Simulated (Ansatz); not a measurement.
A geometry relaxed with B3LYP-D3(BJ)/def2-TZVP (Ansatz, a program for electronic structure), charge 0, multiplicity 1:

```xyz
7

O     -0.9702    -1.3612     0.0140
H      0.6048     1.7979    -0.0202
H     -1.9300     0.3970    -0.0095
C     -0.9617    -0.1447    -0.0007
O      1.5358    -0.1863     0.0059
H      1.2568    -1.1193     0.0168
B      0.4646     0.6166    -0.0064
```

### Question
Write the SMILES of this molecule.

### Answer
`O=CBO`
